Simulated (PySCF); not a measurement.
Zr(Cl)2(OH) (Cl₂HOZr), SMILES [OH][Zr+]([Cl])[Cl], charge +1, multiplicity 1.

Coordinates come from a B3LYP-D3(BJ)/def2-SVP optimisation. The spin state was assumed, not searched. The isomer is the one that the SMILES or the coordinates give; other isomers of the formula were not compared. The def2 effective core potentials stand for the cores of Zr; spin–orbit coupling is left out. One conformer was computed; it need not be the lowest.

All values below come from TDDFT-PBE/def2-SVPD (PySCF).

Vertical excitations. Isolated molecule, no solvent. State labels are in the subgroup Cs.

```csv
state,symmetry,energy (eV),λ (nm),f,main pairs
S1,A",3.55,349,0.002,HOMO→LUMO 99 %
S2,A',3.95,314,0.004,HOMO−2→LUMO 97 %
S3,A",3.97,312,0.012,HOMO−1→LUMO 95 %
S4,A',4.31,288,0.004,"HOMO−3→LUMO 69 %, HOMO→LUMO+1 25 %"
S5,A',4.33,286,0.000,"HOMO→LUMO+1 75 %, HOMO−3→LUMO 24 %"
S6,A",4.68,265,0.001,"HOMO→LUMO+2 63 %, HOMO−2→LUMO+1 21 %, HOMO−4→LUMO 15 %"
S7,A",4.71,263,0.000,"HOMO−4→LUMO 77 %, HOMO−2→LUMO+1 18 %"
S8,A',4.83,257,0.010,HOMO−1→LUMO+1 78 %
S9,A",4.84,256,0.016,"HOMO−2→LUMO+1 45 %, HOMO−3→LUMO+1 21 %, HOMO→LUMO+2 20 %"
S10,A",4.98,249,0.000,"HOMO−1→LUMO+2 77 %, HOMO−3→LUMO+1 22 %"
T1,A",3.48,356,0,HOMO→LUMO 99 %
T2,A",3.79,327,0,HOMO−1→LUMO 98 %
T3,A',3.81,326,0,HOMO−2→LUMO 91 %
T4,A',4.04,307,0,HOMO−3→LUMO 85 %
```
Triplets are in the Tamm–Dancoff approximation, which puts them higher than full response would, so one can lie above its singlet here.
